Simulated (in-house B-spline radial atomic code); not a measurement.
Configurations of the caesium ion Cs⁷⁺, with energies counted from [Kr] 4d10 5s2. Method: Dirac-Hartree-Fock, average of configuration, Fermi nucleus of rms radius 4.8041 fm. Calculated with a radial B-spline atomic code at the basis-set limit. Energies include first-order Breit, QED and recoil terms.

Occupations are held fixed; configurations that lie above the ionisation limit could autoionise.

| configuration | E - E(ref) (eV) | highest orbital | its <r> (bohr) |
| --- | --- | --- | --- |
| [Kr] 4d10 5s1 5p1 | 15.05 | 5p3/2 | 1.743 |
| [Kr] 4d10 5s1 7p1 | 75.47 | 7p3/2 | 4.924 |
| [Kr] 4d10 5s1 6f1 | 78.549 | 6f7/2 | 4.718 |
| [Kr] 4d10 5s1 6g1 | 83.883 | 6g7/2 | 5.391 |
| [Kr] 4d10 5s1 7f1 | 87.123 | 7f7/2 | 6.94 |
| [Kr] 4d10 5s1 8d1 | 88.585 | 8d5/2 | 7.955 |
| [Kr] 4d9 5s2 7g1 | 155.81 | 7g7/2 | 7.75 |
| [Kr] 4d9 5s2 9p1 | 156.78 | 9p3/2 | 9.508 |
| [Ar] 3d10 4s2 4p5 4d10 5s2 6s1 | 213.96 | 6s1/2 | 2.833 |
| [Ar] 3d10 4s2 4p5 4d10 5s2 8g1 | 259.22 | 8g7/2 | 10.53 |
| [Ar] 3d10 4s2 4p5 4d10 5s2 9f1 | 260.58 | 9f7/2 | 12.36 |
| [Ar] 3d9 4s2 4p6 4d10 4f1 5s2 | 748.22 | 4f7/2 | 1.057 |
| [Ar] 3d9 4s2 4p6 4d10 5s2 8s1 | 807 | 8s1/2 | 6.489 |

(1) Order these further configurations by energy, lowest first.
A. [Kr] 4d9 5s2 8s1
B. [Kr] 4d9 5s2 5p1
C. [Kr] 4d10 5s1 7g1
D. [Ar] 3d9 4s2 4p6 4d10 5s2 6g1
E. [Kr] 4d9 5s2 9f1

(2) How far above the reference does [Ar] 3d9 4s2 4p6 4d10 5s2 8f1 lie?

(3) How far above the reference does [Kr] 4d10 5s1 6p1 lie?

(4) How far above the reference does [Ar] 3d10 4s2 4p5 4d10 5s2 6g1 lie?

(5) One of these lies 63.47 eV from the reference. Which?
A. [Ar] 3d9 4s2 4p6 4d10 5s2 9f1
B. [Kr] 4d10 5s1 5f1
C. [Ar] 3d10 4s2 4p5 4d10 5s2 8f1
D. [Ar] 3d10 4s2 4p5 4d10 5s2 9s1

Answers

(1) B (77.225 eV), C (90.365 eV), A (148.64 eV), E (161.43 eV), D (807.76 eV).

(2) 816.16 eV; its least bound orbital is 8f7/2 with <r> = 9.363 bohr.

(3) 57.193 eV; its least bound orbital is 6p3/2 with <r> = 3.161 bohr.

(4) 248.46 eV; its least bound orbital is 6g7/2 with <r> = 5.347 bohr.

(5) B.
